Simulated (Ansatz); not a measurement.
Complexes of Mo with 0 d electrons: r2SCAN-D4/def2-TZVPD single points in Ansatz on relaxed structures, gas phase. Core potentials for Mo, no spin–orbit coupling. A negative affinity means that the extra electron isn't bound at that geometry and level; within about 0.2 eV of zero the sign isn't settled. Binding counts from free atoms in the multiplicity of their measured ground term, without zero-point energy. Names give formal oxidation states. A dash marks a value that wasn't run or was left out as unsound. The structures are stationary points that may keep the symmetry of their start. Remarks come from the PBE and PBE0 runs and from stability tests at other levels; not every state was tested. A HOMO above zero means that the electron is unbound at that level and held by the basis, or that self-interaction error raises the level; the energy of removing that electron tells which. HOMO above LUMO (over both spins in singlets and doublets, within one spin in higher multiplets; at PBE or PBE0), or a gap under 0.15 eV within one spin, warns that the state may not be the lowest or that an electron is smeared out.

```json
{"species": "[MoOS3]2- (MoS3O²⁻)", "atoms": "5", "state": "singlet", "geometry": "PBE-D4/def2-SVPD", "HOMO (eV)": "2.86", "LUMO (eV)": "–", "gap (eV)": "–", "vertical EA (eV)": "–", "binding per atom (eV)": "–", "point group (within 0.1 Å)": "C3v", "remarks": "HOMO above zero at PBE or PBE0"}
{"species": "MoNF3", "atoms": "5", "state": "singlet", "geometry": "PBE-D4/def2-SVP", "HOMO (eV)": "-8.69", "LUMO (eV)": "-4.17", "gap (eV)": "4.52", "vertical EA (eV)": "0.90", "binding per atom (eV)": "4.31", "point group (within 0.1 Å)": "C3v", "remarks": "restricted SCF unstable in HF, HOMO above zero (-1 doublet)"}
{"species": "MoN(OH)3 (MoNO3H3)", "atoms": "8", "state": "singlet", "geometry": "B3LYP-D4/def2-SVP", "HOMO (eV)": "-7.37", "LUMO (eV)": "-2.36", "gap (eV)": "5.00", "vertical EA (eV)": "-0.44", "binding per atom (eV)": "4.12", "point group (within 0.1 Å)": "C3v", "remarks": "restricted SCF unstable in HF, HOMO above zero (-1 doublet), gap within one spin near zero at PBE or PBE0 (-1 doublet)"}
{"species": "[MoO2S2]2- (MoS2O2²⁻)", "atoms": "5", "state": "singlet", "geometry": "PBE-D4/def2-SVPD", "HOMO (eV)": "3.09", "LUMO (eV)": "–", "gap (eV)": "–", "vertical EA (eV)": "–", "binding per atom (eV)": "–", "point group (within 0.1 Å)": "C2v", "remarks": "HOMO above zero at PBE or PBE0"}
{"species": "MoNCl3", "atoms": "5", "state": "singlet", "geometry": "B3LYP-D4/def2-SVP", "HOMO (eV)": "-8.30", "LUMO (eV)": "-4.90", "gap (eV)": "3.41", "vertical EA (eV)": "2.34", "binding per atom (eV)": "3.53", "point group (within 0.1 Å)": "C3v", "remarks": "restricted SCF unstable in HF, HOMO above zero (-1 doublet)"}
{"species": "[MoO3(NH2)]- (MoNO3H2⁻)", "atoms": "7", "state": "singlet", "geometry": "r2SCAN-D4/def2-SVPD", "HOMO (eV)": "-1.77", "LUMO (eV)": "–", "gap (eV)": "–", "vertical EA (eV)": "–", "binding per atom (eV)": "–", "point group (within 0.1 Å)": "–", "remarks": "–"}
{"species": "MoO2Cl2 (MoCl2O2)", "atoms": "5", "state": "singlet", "geometry": "PBE-D4/def2-SVP", "HOMO (eV)": "-8.73", "LUMO (eV)": "-4.65", "gap (eV)": "4.08", "vertical EA (eV)": "1.88", "binding per atom (eV)": "4.26", "point group (within 0.1 Å)": "C2v", "remarks": "restricted SCF unstable in HF, HOMO above zero (-1 doublet)"}
{"species": "MoN(NH2)3 (MoN4H6)", "atoms": "11", "state": "singlet", "geometry": "PBE-D4/def2-SVP", "HOMO (eV)": "-5.91", "LUMO (eV)": "-1.61", "gap (eV)": "4.30", "vertical EA (eV)": "-0.62", "binding per atom (eV)": "3.66", "point group (within 0.1 Å)": "C3v", "remarks": "restricted SCF unstable in HF, HOMO above zero (-1 doublet), gap within one spin near zero at PBE or PBE0 (-1 doublet)"}
```

The gap (eV) runs from 3.41 (MoNCl3) to 5.00 (MoN(OH)3). The vertical EA (eV) runs from -0.62 (MoN(NH2)3) to 2.34 (MoNCl3).
